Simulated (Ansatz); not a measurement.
`C[O][GaH2]` + `BN([SiH3])[SiH2]F` → `F[SiH2][N]([SiH3])[GaH2]` + `BOC`  (redistribution)

Program: Ansatz. Geometries: PBE0-D4/def2-TZVP. ΔE: electronic, gas phase. CCSD(T)/CBS adds triple-zeta CCSD(T) − MP2 to the extrapolated MP2 energy (def2 sets, frozen cores). For Ga outer-core shells are correlated without core-valence functions, which leaves a few kJ/mol of doubt a bond. Scalar relativity is left out up to krypton. Each species was taken in one conformer, which may not be the lowest.

```tsv
level	ΔE (eV)
HF/def2-QZVPP	-0.27
MP2/CBS(def2)	-0.32
```

Q: What does CCSD(T)/CBS give? (Best estimate.)

A: The calculation gave: -0.32 eV. The listed levels differ from it by 0.05, 0.00 eV.

Largest T1 diagnostic among the species: 0.015.

In def2-TZVPP, CCSD(T) changes the Hartree–Fock value by −0.03 eV (the triples alone add −0.00 eV) and MP2 by −0.04 eV. The D4 term adds −0.04 eV with B3LYP and −0.02 eV with PBE0; it sums over pairs of atoms, weighted by their polarisabilities, and B3LYP, whose exchange is more repulsive, gets the larger term.

B3LYP here is the variant with VWN-RPA as its local correlation; programs differ in this.
